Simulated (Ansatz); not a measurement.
**Molecular dynamics of ClH$_{7}$Si$_{3}$**

Input file:

```yaml
crystal:
  periodic: [false, false, false]
  atoms:
    - { symbol: Si, position_ang: [0.049879, 0.051263, 0.042573] }
    - { symbol: Si, position_ang: [-0.064718, -0.117872, 2.310274] }
    - { symbol: H, position_ang: [-1.445858, -0.145723, 2.764161] }
    - { symbol: H, position_ang: [0.609197, -1.321042, 2.770872] }
    - { symbol: H, position_ang: [0.596796, 1.033114, 2.907537] }
    - { symbol: Si, position_ang: [2.152686, 0.069712, -0.830443] }
    - { symbol: H, position_ang: [2.875816, -1.13541, -0.457488] }
    - { symbol: H, position_ang: [2.116399, 0.169913, -2.281179] }
    - { symbol: H, position_ang: [2.877208, 1.218177, -0.304292] }
    - { symbol: H, position_ang: [-0.687071, 1.23149, -0.406588] }
    - { symbol: Cl, position_ang: [-1.018635, -1.600321, -0.812626] }
basis:
  gaussian: { orbitals: STO-3G }
hamiltonian:
  xc: blyp
  dispersion: d4
md:
  timestep: 0.25
  n_steps: 250
  ensemble: nve
  temperature: 500.0
  initial_velocities: maxwell_boltzmann
  seed: 561884
```

Launched with:

```bash
$ ansatz run input.yaml --threads 1 --pin off --max-ram 2048MiB --backend cpu --events-out ev --progress --plain --runs-dir out
```

It starts from a relaxed structure.

Output, in part (one step line in 3, the closing report, with atoms numbered from 0):

```
md step     0: t =     0.00 fs  T =   500.0 K  F+E_penalty+E_count = -35856.95309604 eV  E_kin = 0.581670 eV  conserved = -35856.37142604 eV  (19 SCF iters)
md step     3: t =     0.75 fs  T =   478.6 K  F+E_penalty+E_count = -35856.92817265 eV  E_kin = 0.556830 eV  conserved = -35856.37134300 eV  (18 SCF iters)
md step     6: t =     1.50 fs  T =   424.5 K  F+E_penalty+E_count = -35856.86496686 eV  E_kin = 0.493825 eV  conserved = -35856.37114228 eV  (18 SCF iters)
md step     9: t =     2.25 fs  T =   361.2 K  F+E_penalty+E_count = -35856.79112967 eV  E_kin = 0.420203 eV  conserved = -35856.37092629 eV  (17 SCF iters)
md step    12: t =     3.00 fs  T =   314.2 K  F+E_penalty+E_count = -35856.73634980 eV  E_kin = 0.365545 eV  conserved = -35856.37080492 eV  (17 SCF iters)
md step    15: t =     3.75 fs  T =   298.0 K  F+E_penalty+E_count = -35856.71751402 eV  E_kin = 0.346683 eV  conserved = -35856.37083068 eV  (15 SCF iters)
md step    18: t =     4.50 fs  T =   309.8 K  F+E_penalty+E_count = -35856.73136054 eV  E_kin = 0.360386 eV  conserved = -35856.37097444 eV  (17 SCF iters)
md step    21: t =     5.25 fs  T =   332.7 K  F+E_penalty+E_count = -35856.75818992 eV  E_kin = 0.387037 eV  conserved = -35856.37115319 eV  (18 SCF iters)
md step    24: t =     6.00 fs  T =   345.4 K  F+E_penalty+E_count = -35856.77314987 eV  E_kin = 0.401868 eV  conserved = -35856.37128178 eV  (18 SCF iters)
md step    27: t =     6.75 fs  T =   332.6 K  F+E_penalty+E_count = -35856.75823652 eV  E_kin = 0.386931 eV  conserved = -35856.37130584 eV  (18 SCF iters)
md step    30: t =     7.50 fs  T =   291.4 K  F+E_penalty+E_count = -35856.71022148 eV  E_kin = 0.339012 eV  conserved = -35856.37120943 eV  (18 SCF iters)
md step    33: t =     8.25 fs  T =   233.6 K  F+E_penalty+E_count = -35856.64278511 eV  E_kin = 0.271762 eV  conserved = -35856.37102310 eV  (15 SCF iters)
md step    36: t =     9.00 fs  T =   181.4 K  F+E_penalty+E_count = -35856.58186342 eV  E_kin = 0.211033 eV  conserved = -35856.37083004 eV  (15 SCF iters)
md step    39: t =     9.75 fs  T =   157.4 K  F+E_penalty+E_count = -35856.55390722 eV  E_kin = 0.183168 eV  conserved = -35856.37073947 eV  (15 SCF iters)
md step    42: t =    10.50 fs  T =   172.1 K  F+E_penalty+E_count = -35856.57105460 eV  E_kin = 0.200237 eV  conserved = -35856.37081790 eV  (15 SCF iters)
md step    45: t =    11.25 fs  T =   216.2 K  F+E_penalty+E_count = -35856.62251623 eV  E_kin = 0.251489 eV  conserved = -35856.37102727 eV  (15 SCF iters)
md step    48: t =    12.00 fs  T =   265.2 K  F+E_penalty+E_count = -35856.67973105 eV  E_kin = 0.308485 eV  conserved = -35856.37124594 eV  (17 SCF iters)
md step    51: t =    12.75 fs  T =   293.4 K  F+E_penalty+E_count = -35856.71269522 eV  E_kin = 0.341343 eV  conserved = -35856.37135238 eV  (17 SCF iters)
md step    54: t =    13.50 fs  T =   288.2 K  F+E_penalty+E_count = -35856.70652517 eV  E_kin = 0.335229 eV  conserved = -35856.37129604 eV  (17 SCF iters)
md step    57: t =    14.25 fs  T =   255.6 K  F+E_penalty+E_count = -35856.66852101 eV  E_kin = 0.297403 eV  conserved = -35856.37111813 eV  (15 SCF iters)
md step    60: t =    15.00 fs  T =   216.6 K  F+E_penalty+E_count = -35856.62291722 eV  E_kin = 0.251998 eV  conserved = -35856.37091909 eV  (15 SCF iters)
md step    63: t =    15.75 fs  T =   194.4 K  F+E_penalty+E_count = -35856.59694122 eV  E_kin = 0.226134 eV  conserved = -35856.37080717 eV  (15 SCF iters)
md step    66: t =    16.50 fs  T =   202.0 K  F+E_penalty+E_count = -35856.60588886 eV  E_kin = 0.235050 eV  conserved = -35856.37083837 eV  (15 SCF iters)
md step    69: t =    17.25 fs  T =   236.1 K  F+E_penalty+E_count = -35856.64560809 eV  E_kin = 0.274624 eV  conserved = -35856.37098458 eV  (15 SCF iters)
md step    72: t =    18.00 fs  T =   279.3 K  F+E_penalty+E_count = -35856.69612872 eV  E_kin = 0.324966 eV  conserved = -35856.37116282 eV  (18 SCF iters)
md step    75: t =    18.75 fs  T =   310.8 K  F+E_penalty+E_count = -35856.73285852 eV  E_kin = 0.361570 eV  conserved = -35856.37128898 eV  (21 SCF iters)
md step    78: t =    19.50 fs  T =   315.4 K  F+E_penalty+E_count = -35856.73828828 eV  E_kin = 0.366976 eV  conserved = -35856.37131277 eV  (18 SCF iters)
md step    81: t =    20.25 fs  T =   290.7 K  F+E_penalty+E_count = -35856.70938675 eV  E_kin = 0.338164 eV  conserved = -35856.37122226 eV  (18 SCF iters)
md step    84: t =    21.00 fs  T =   247.8 K  F+E_penalty+E_count = -35856.65933031 eV  E_kin = 0.288285 eV  conserved = -35856.37104518 eV  (18 SCF iters)
md step    87: t =    21.75 fs  T =   208.3 K  F+E_penalty+E_count = -35856.61313658 eV  E_kin = 0.242280 eV  conserved = -35856.37085627 eV  (15 SCF iters)
md step    90: t =    22.50 fs  T =   194.4 K  F+E_penalty+E_count = -35856.59693871 eV  E_kin = 0.226180 eV  conserved = -35856.37075848 eV  (14 SCF iters)
md step    93: t =    23.25 fs  T =   217.6 K  F+E_penalty+E_count = -35856.62392711 eV  E_kin = 0.253104 eV  conserved = -35856.37082290 eV  (15 SCF iters)
md step    96: t =    24.00 fs  T =   270.0 K  F+E_penalty+E_count = -35856.68513357 eV  E_kin = 0.314109 eV  conserved = -35856.37102472 eV  (15 SCF iters)
md step    99: t =    24.75 fs  T =   328.1 K  F+E_penalty+E_count = -35856.75297624 eV  E_kin = 0.381727 eV  conserved = -35856.37124972 eV  (17 SCF iters)
md step   102: t =    25.50 fs  T =   365.6 K  F+E_penalty+E_count = -35856.79667789 eV  E_kin = 0.425307 eV  conserved = -35856.37137053 eV  (18 SCF iters)
md step   105: t =    26.25 fs  T =   368.1 K  F+E_penalty+E_count = -35856.79952766 eV  E_kin = 0.428201 eV  conserved = -35856.37132630 eV  (18 SCF iters)
md step   108: t =    27.00 fs  T =   340.6 K  F+E_penalty+E_count = -35856.76735970 eV  E_kin = 0.396209 eV  conserved = -35856.37115033 eV  (17 SCF iters)
md step   111: t =    27.75 fs  T =   303.6 K  F+E_penalty+E_count = -35856.72409667 eV  E_kin = 0.353150 eV  conserved = -35856.37094649 eV  (15 SCF iters)
md step   114: t =    28.50 fs  T =   280.9 K  F+E_penalty+E_count = -35856.69758089 eV  E_kin = 0.326753 eV  conserved = -35856.37082813 eV  (15 SCF iters)
md step   117: t =    29.25 fs  T =   286.4 K  F+E_penalty+E_count = -35856.70403140 eV  E_kin = 0.333177 eV  conserved = -35856.37085427 eV  (15 SCF iters)
md step   120: t =    30.00 fs  T =   317.3 K  F+E_penalty+E_count = -35856.74015696 eV  E_kin = 0.369162 eV  conserved = -35856.37099475 eV  (15 SCF iters)
md step   123: t =    30.75 fs  T =   357.2 K  F+E_penalty+E_count = -35856.78668396 eV  E_kin = 0.415514 eV  conserved = -35856.37116947 eV  (18 SCF iters)
md step   126: t =    31.50 fs  T =   385.1 K  F+E_penalty+E_count = -35856.81931403 eV  E_kin = 0.448016 eV  conserved = -35856.37129799 eV  (18 SCF iters)
md step   129: t =    32.25 fs  T =   385.6 K  F+E_penalty+E_count = -35856.81992615 eV  E_kin = 0.448593 eV  conserved = -35856.37133301 eV  (18 SCF iters)
md step   132: t =    33.00 fs  T =   354.4 K  F+E_penalty+E_count = -35856.78349671 eV  E_kin = 0.412234 eV  conserved = -35856.37126319 eV  (18 SCF iters)
md step   135: t =    33.75 fs  T =   299.9 K  F+E_penalty+E_count = -35856.71995151 eV  E_kin = 0.348843 eV  conserved = -35856.37110817 eV  (18 SCF iters)
md step   138: t =    34.50 fs  T =   240.8 K  F+E_penalty+E_count = -35856.65105922 eV  E_kin = 0.280133 eV  conserved = -35856.37092626 eV  (15 SCF iters)
md step   141: t =    35.25 fs  T =   198.7 K  F+E_penalty+E_count = -35856.60192062 eV  E_kin = 0.231112 eV  conserved = -35856.37080822 eV  (15 SCF iters)
md step   144: t =    36.00 fs  T =   187.2 K  F+E_penalty+E_count = -35856.58857182 eV  E_kin = 0.217742 eV  conserved = -35856.37082941 eV  (15 SCF iters)
md step   147: t =    36.75 fs  T =   203.7 K  F+E_penalty+E_count = -35856.60800694 eV  E_kin = 0.237019 eV  conserved = -35856.37098828 eV  (15 SCF iters)
md step   150: t =    37.50 fs  T =   229.9 K  F+E_penalty+E_count = -35856.63862039 eV  E_kin = 0.267428 eV  conserved = -35856.37119221 eV  (15 SCF iters)
md step   153: t =    38.25 fs  T =   241.9 K  F+E_penalty+E_count = -35856.65272854 eV  E_kin = 0.281412 eV  conserved = -35856.37131701 eV  (17 SCF iters)
md step   156: t =    39.00 fs  T =   225.3 K  F+E_penalty+E_count = -35856.63336840 eV  E_kin = 0.262080 eV  conserved = -35856.37128804 eV  (17 SCF iters)
md step   159: t =    39.75 fs  T =   183.4 K  F+E_penalty+E_count = -35856.58445961 eV  E_kin = 0.213336 eV  conserved = -35856.37112334 eV  (15 SCF iters)
md step   162: t =    40.50 fs  T =   135.3 K  F+E_penalty+E_count = -35856.52837448 eV  E_kin = 0.157454 eV  conserved = -35856.37092094 eV  (15 SCF iters)
md step   165: t =    41.25 fs  T =   104.9 K  F+E_penalty+E_count = -35856.49278974 eV  E_kin = 0.121995 eV  conserved = -35856.37079494 eV  (15 SCF iters)
md step   168: t =    42.00 fs  T =   106.7 K  F+E_penalty+E_count = -35856.49495258 eV  E_kin = 0.124143 eV  conserved = -35856.37081002 eV  (15 SCF iters)
md step   171: t =    42.75 fs  T =   139.2 K  F+E_penalty+E_count = -35856.53292205 eV  E_kin = 0.161978 eV  conserved = -35856.37094447 eV  (15 SCF iters)
md step   174: t =    43.50 fs  T =   186.7 K  F+E_penalty+E_count = -35856.58829929 eV  E_kin = 0.217182 eV  conserved = -35856.37111752 eV  (15 SCF iters)
md step   177: t =    44.25 fs  T =   228.4 K  F+E_penalty+E_count = -35856.63694995 eV  E_kin = 0.265700 eV  conserved = -35856.37124957 eV  (17 SCF iters)
md step   180: t =    45.00 fs  T =   248.5 K  F+E_penalty+E_count = -35856.66034175 eV  E_kin = 0.289050 eV  conserved = -35856.37129125 eV  (17 SCF iters)
md step   183: t =    45.75 fs  T =   241.8 K  F+E_penalty+E_count = -35856.65250021 eV  E_kin = 0.281266 eV  conserved = -35856.37123375 eV  (17 SCF iters)
md step   186: t =    46.50 fs  T =   215.3 K  F+E_penalty+E_count = -35856.62158175 eV  E_kin = 0.250484 eV  conserved = -35856.37109743 eV  (15 SCF iters)
md step   189: t =    47.25 fs  T =   185.4 K  F+E_penalty+E_count = -35856.58663781 eV  E_kin = 0.215699 eV  conserved = -35856.37093855 eV  (15 SCF iters)
md step   192: t =    48.00 fs  T =   171.0 K  F+E_penalty+E_count = -35856.56976853 eV  E_kin = 0.198934 eV  conserved = -35856.37083500 eV  (15 SCF iters)
md step   195: t =    48.75 fs  T =   184.2 K  F+E_penalty+E_count = -35856.58509770 eV  E_kin = 0.214242 eV  conserved = -35856.37085609 eV  (15 SCF iters)
md step   198: t =    49.50 fs  T =   222.3 K  F+E_penalty+E_count = -35856.62959090 eV  E_kin = 0.258584 eV  conserved = -35856.37100719 eV  (15 SCF iters)
md step   201: t =    50.25 fs  T =   267.7 K  F+E_penalty+E_count = -35856.68267096 eV  E_kin = 0.311462 eV  conserved = -35856.37120920 eV  (17 SCF iters)
md step   204: t =    51.00 fs  T =   297.1 K  F+E_penalty+E_count = -35856.71701615 eV  E_kin = 0.345672 eV  conserved = -35856.37134374 eV  (18 SCF iters)
md step   207: t =    51.75 fs  T =   295.0 K  F+E_penalty+E_count = -35856.71451886 eV  E_kin = 0.343187 eV  conserved = -35856.37133137 eV  (18 SCF iters)
md step   210: t =    52.50 fs  T =   263.0 K  F+E_penalty+E_count = -35856.67716594 eV  E_kin = 0.305988 eV  conserved = -35856.37117809 eV  (18 SCF iters)
md step   213: t =    53.25 fs  T =   219.2 K  F+E_penalty+E_count = -35856.62600418 eV  E_kin = 0.255030 eV  conserved = -35856.37097437 eV  (15 SCF iters)
md step   216: t =    54.00 fs  T =   187.5 K  F+E_penalty+E_count = -35856.58891880 eV  E_kin = 0.218083 eV  conserved = -35856.37083586 eV  (15 SCF iters)
md step   219: t =    54.75 fs  T =   184.0 K  F+E_penalty+E_count = -35856.58492128 eV  E_kin = 0.214090 eV  conserved = -35856.37083171 eV  (15 SCF iters)
md step   222: t =    55.50 fs  T =   209.5 K  F+E_penalty+E_count = -35856.61469312 eV  E_kin = 0.243746 eV  conserved = -35856.37094752 eV  (15 SCF iters)
md step   225: t =    56.25 fs  T =   250.3 K  F+E_penalty+E_count = -35856.66232340 eV  E_kin = 0.291214 eV  conserved = -35856.37110948 eV  (15 SCF iters)
md step   228: t =    57.00 fs  T =   287.1 K  F+E_penalty+E_count = -35856.70522942 eV  E_kin = 0.333992 eV  conserved = -35856.37123785 eV  (17 SCF iters)
md step   231: t =    57.75 fs  T =   304.2 K  F+E_penalty+E_count = -35856.72515856 eV  E_kin = 0.353874 eV  conserved = -35856.37128505 eV  (17 SCF iters)
md step   234: t =    58.50 fs  T =   295.6 K  F+E_penalty+E_count = -35856.71512842 eV  E_kin = 0.343888 eV  conserved = -35856.37124088 eV  (17 SCF iters)
md step   237: t =    59.25 fs  T =   266.5 K  F+E_penalty+E_count = -35856.68117768 eV  E_kin = 0.310055 eV  conserved = -35856.37112311 eV  (17 SCF iters)
md step   240: t =    60.00 fs  T =   231.0 K  F+E_penalty+E_count = -35856.63970141 eV  E_kin = 0.268723 eV  conserved = -35856.37097809 eV  (15 SCF iters)
md step   243: t =    60.75 fs  T =   206.3 K  F+E_penalty+E_count = -35856.61088237 eV  E_kin = 0.240011 eV  conserved = -35856.37087098 eV  (15 SCF iters)
md step   246: t =    61.50 fs  T =   204.8 K  F+E_penalty+E_count = -35856.60917962 eV  E_kin = 0.238309 eV  conserved = -35856.37087056 eV  (15 SCF iters)
md step   249: t =    62.25 fs  T =   226.5 K  F+E_penalty+E_count = -35856.63449529 eV  E_kin = 0.263502 eV  conserved = -35856.37099280 eV  (15 SCF iters)
md step   250: t =    62.50 fs  T =   236.7 K  F+E_penalty+E_count = -35856.64642444 eV  E_kin = 0.275372 eV  conserved = -35856.37105223 eV  (21 SCF iters)
Total energy: -35856.64670948 eV, -1317.7074620653 hartree
Atom 0 at     0.078513     0.104467     0.100080 Å, force     0.135291     1.312880     0.178559 eV/Å
Atom 1 at    -0.174739    -0.130463     2.341151 Å, force    -0.693310    -0.976354     0.781185 eV/Å
Atom 2 at    -1.623927     0.040849     2.583968 Å, force     0.545393    -0.090674     0.001682 eV/Å
Atom 3 at     0.211421    -1.483593     2.839367 Å, force    -0.210123     0.715910    -0.472783 eV/Å
Atom 4 at     0.512983     0.803464     3.208346 Å, force     0.197464     0.313110    -0.171745 eV/Å
Atom 5 at     2.075497     0.007060    -0.955866 Å, force    -1.345020     0.338538    -1.199129 eV/Å
Atom 6 at     2.268940    -1.387704    -1.115004 Å, force     0.465626    -0.906578    -0.111720 eV/Å
Atom 7 at     1.835330     0.569129    -2.299413 Å, force     0.272802    -0.103517     0.461821 eV/Å
Atom 8 at     3.206077     0.600504    -0.368909 Å, force     0.972123     0.625296     0.652947 eV/Å
Atom 9 at    -0.713480     1.286063    -0.351351 Å, force     0.336370    -0.518658     0.210664 eV/Å
Atom 10 at    -0.857600    -1.565180    -0.769179 Å, force    -0.676617    -0.709953    -0.331482 eV/Å
Dipole moment:     0.380990     0.472235     0.266073 e Å
```

The run went to its last step. The conserved energy stayed within 0.063 meV per atom of its start (net change 0.034 meV per atom), so the integration is sound. Over the second half the temperature averaged 0.46 of the 500 K drawn at the start: a run that starts near a minimum puts about half its kinetic energy into the potential. A run of 0.062 ps of so small a system gives no equilibrium averages. Limits of this set-up: minimal basis.

The same pairs are bonded in the first frame and the last. Pairs count as bonded within 1.25 times the sum of covalent radii (0.12 Å more for H–H).

Last frame:

```xyz
11
Properties=species:S:1:pos:R:3
Si 0.079 0.104 0.100
Si -0.175 -0.131 2.341
H -1.624 0.041 2.584
H 0.211 -1.484 2.839
H 0.513 0.803 3.208
Si 2.075 0.007 -0.956
H 2.269 -1.388 -1.115
H 1.835 0.569 -2.299
H 3.206 0.601 -0.369
H -0.714 1.286 -0.351
Cl -0.858 -1.565 -0.769
```

The run took 8.2 min on 1 thread of Arm Neoverse V2, on a shared host, peak memory 0.095 GiB.
